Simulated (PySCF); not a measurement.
## C5H6ClF3Si: full NMR table

```yaml
Formula: C5H6ClF3Si
SMILES: FC(F)=C(F)[SiH2]C/C=C/Cl
Point_group_of_the_computed_structure: C1
Degrees_of_unsaturation: 2
Carbon_signals: 5
Proton_signals: 4
```

Mapped SMILES: `[F:1][C:2]([F:3])=[C:4]([F:5])[SiH2:6][CH2:7]/[CH:8]=[CH:9]/[Cl:10]`; H(Xn) means a hydrogen on atom n.

Theory: coordinates at the GFN2-xTB level, σ from GIAO-PBE0/pcSseg-1, in PySCF 2.14 (non-relativistic, one conformer, one averaged value for each set of equivalent atoms, no solvent model).

Referencing at the same level of theory: ¹H (σref 31.72) and ¹³C (σref 186.93) and ²⁹Si (σref 349.16) against TMS; ¹⁹F (σref 170.95) against CFCl3.

| carbon | δC, type | δH (multiplicity) | HMBC from (2–3 bonds) | span of the C tensor (ppm) |
| --- | --- | --- | --- | --- |
| C2 | 174.0, C | – | H(Si6) | 125 |
| C4 | 133.7, C | – | H(Si6), H(C7) | 74 |
| C7 | 17.3, CH2 | 1.95 (m) | H(C9), H(C8), H(Si6) | 36 |
| C8 | 135.9, CH | 6.04 (m) | H(C9), H(Si6), H(C7) | 205 |
| C9 | 131.4, CH | 6.15 (m) | H(C8), H(C7) | 165 |

Other nuclei:
```csv
atoms,nucleus,environment,δ (ppm),σ (ppm)
H(Si6),¹H,hydrogen on a silicon bonded to 2 C,4.63,27.09
F3,¹⁹F,vinylic fluorine,-81.9,252.8
F1,¹⁹F,vinylic fluorine,-120.4,291.3
F5,¹⁹F,vinylic fluorine,-209.4,380.3
Si6,²⁹Si,"silicon bonded to 2 C, 2 H",-48.4,397.6
```

1. Carbon types of the structure: 2 × C, 2 × CH, 1 × CH2, leaving 2 H on heteroatoms.
2. δC 174.0, 133.7: fully substituted alkene carbon.
3. δC 135.9, 131.4: alkene CH; as expected for a trigonal carbon in a double bond.
4. δH 6.15, 6.04: hydrogen on an alkene CH; attached to an sp2 carbon and in the plane of the double bond.
5. δH 4.63: hydrogen on a silicon bonded to 2 C.
6. δH 1.95: hydrogen on an allylic sp3 CH2 bonded to Si; allylic position.

Carbons that carry Cl, above all several Cl atoms, come out too deshielded, partly because spin–orbit coupling is missing. Splittings by ¹⁹F in the carbon and heteronuclear signals aren't shown, as no couplings were computed. Shifts are as computed. Against solution values, carbons near 30 ppm lie about +3 ppm off and those near 130 ppm about +5 ppm; carbons on Cl a further +6 ppm. Of 1211 compounds with measured shifts, 218 miss one by over three times the rms of a fit or turn the order of signals round; such compounds aren't used in these exercises. Unscaled 19F shifts against computed CFCl3 carry errors that often reach 10 to 50 ppm. Multiplicities follow the n + 1 count of equivalent neighbours, as no J values were calculated; m marks all less simple cases, F and P coupling included.
